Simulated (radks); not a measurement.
Results of a calculation; reference values are marked as such.
Question: Ionisation of the molybdenum ion Mo+, [Kr] 4d5, to [Kr] 4d4 as the strength of local exchange is varied. Level of theory: scalar-relativistic Kohn-Sham, Slater X-alpha exchange (alpha = 2/3 is LDA exchange), no correlation, spin-unpolarised, spherical densities, finite nucleus; Fermi nuclear charge, rms radius 4.4091 fm (a radial shooting solver on a logarithmic mesh with Libxc functionals).

| alpha | E(Mo+) (hartree) | exchange (hartree) | IE (eV) | -e of the level emptied (eV) | <r> of it (bohr) |
|---|---|---|---|---|---|
| 0.667 | -4040.30822 | -115.20222 | 14.407 | 9.462 (4d) | 1.925 |
| 0.753 | -4055.21277 | -130.53069 | 15.514 | 10.393 (4d) | 1.868 |
| 0.767 | -4057.64423 | -133.03625 | 15.700 | 10.551 (4d) | 1.859 |
| 0.778 | -4059.55568 | -135.00691 | 15.847 | 10.676 (4d) | 1.852 |
| 0.807 | -4064.59921 | -140.21075 | 16.239 | 11.010 (4d) | 1.834 |
| 1.026 | -4102.88570 | -179.90378 | 19.421 | 13.773 (4d) | 1.712 |
| 1.036 | -4104.64233 | -181.73286 | 19.575 | 13.910 (4d) | 1.707 |
| ? | -4061.12025 | -136.62058 | 15.968 | 10.779 (4d) | 1.846 |

Which alpha was used in the last row?

Answer: alpha = 0.787. NIST Atomic Spectra Database: 16.2 +/- 0.12 eV (semi-empirical). The Delta-SCF value meets it near alpha = 0.80. Spin polarisation and multiplet splitting are left out, so open shells lie too high by an amount that depends on their filling.

Beside tabulated values, note that spin-unpolarised runs miss the spin-polarisation part of the exchange energy of open shells.
